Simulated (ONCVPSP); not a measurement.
Cutoff test, Al, ONCV

Al, optimised norm-conserving Vanderbilt (ONCV), made with ONCVPSP 4.0.1 (PBE, scalar-relativistic). Core [Ne], reference 3s2 3p1. Waves: 3s: rc 2.00 bohr, ncon 3, nbas 6, qcut 2.7 1/bohr, 2 projectors, debl 1.1 Ha; 3p: rc 2.55 bohr, ncon 3, nbas 6, qcut 3.1 1/bohr, 2 projectors, debl 1.8 Ha. Local part: polynomial inside 1.90 bohr (lpopt 5, dvloc0 4 Ha). Core correction: none.

Question: For each optimised wave give the share of its norm inside rc, the residual kinetic energy above qcut (Ha) and the cutoffs (Ha) for errors of 10, 1, 0.1 and 0.01 mHa per electron.

Answer:

```tsv
wave	norm inside rc	residual KE	10 mHa	1 mHa	0.1 mHa	0.01 mHa
3s	0.326	3.8e-03	2.6	9.0	22.3	45.7
s projector 2	0.241	2.8e-02	4.4	10.7	23.3	49.9
3p	0.311	1.6e-05	1.3	2.0	2.7	6.1
p projector 2	0.191	2.0e-03	3.7	5.2	13.9	23.9
```

The occupied waves need 9.0 Ha and 22 Ha for 1 and 0.1 mHa.
